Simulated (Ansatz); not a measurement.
# A rate constant, worked out

An elementary step of SiH₄O₄, closed shell (SiH₄O₄ ([OH][Si]([OH])([OH])[OH]) → SiH₂O₃ ([O][Si]([OH])[OH]) + H₂O (still joined by a long Si–O bond); Si–O, O–H broken or loosened, O–H formed or tightened). The start structure is the reactant molecule, and the electronic barrier above it is 2.346 eV by CCSD(T) at an estimated basis limit (MP2 extrapolated from triple and quadruple zeta, plus CCSD(T) − MP2 in triple zeta). Ansatz 0.2.0; basis: def2-TZVPP and def2-QZVPP; cores frozen in the correlated methods. Extrapolation: Hartree–Fock as exp(−7.88 √X), correlation as X^−2.97. Harmonic wavenumbers at PBE0-D4/def2-TZVP (Ansatz 0.2.0), in cm⁻¹:

Start: 194, 199, 278, 278, 294, 354, 368, 368, 404, 780, 833, 839, 841, 841, 952, 1012, 1012, 3928, 3928, 3929, 3931.

Saddle: 652i, 185, 267, 277, 324, 343, 378, 492, 511, 737, 790, 823, 853, 887, 988, 1225, 1410, 2361, 3844, 3909, 3924.

(1) Work out the transition-state-theory rate constant at 800 K from these numbers alone (harmonic vibrations; rotation, path degeneracy and anharmonicity left out), and the Wigner tunnelling factor. Use 1 cm⁻¹ = 1.2398 × 10⁻⁴ eV and k_B = 8.617 × 10⁻⁵ eV/K.

No T1 diagnostic of these runs exceeds 0.014.

Answers

(1) Zero-point energies, half the sums: start 25563/2 cm⁻¹ = 1.5847 eV; saddle, real modes only, 24528/2 cm⁻¹ = 1.5205 eV.
Barrier with zero-point energy: 2.346 + 1.5205 − 1.5847 = 2.2818 eV.
k_BT = 0.06894 eV, so the barrier is 33.10 k_BT.
Vibrational partition functions from the zero-point level, ln q = −Σ ln(1 − exp(−hν/k_BT)): start 9.883, saddle 8.218.
k = (k_BT/h) exp(ln q‡ − ln q) exp(−E0/k_BT), with log₁₀(k_BT/h in s⁻¹) = 13.22: log₁₀ k = 13.22 + (-1.665 − 33.10)/2.3026 = -1.88, so k ≈ 1 × 10^(-2) s⁻¹.
Wigner factor: 1 + (hν‡/k_BT)²/24 = 1 + (1.17)²/24 = 1.06. A change of 1 kcal/mol (0.043 eV) in the barrier would change k by a factor of 1.9 at this temperature.

Labels in which every atom is bracketed show which atoms are joined, not bond orders.

For scale, one of the runs: CCSD(T)/def2-TZVPP, 222 basis functions, launched by `ansatz run in.yaml --threads 4 --pin off --events-out ev --progress --plain --max-ram 9574MiB`. Hardware: 4 CPU threads of an Arm Neoverse V2, shared host. Wall time 91 s; peak host memory 3.7 GiB.
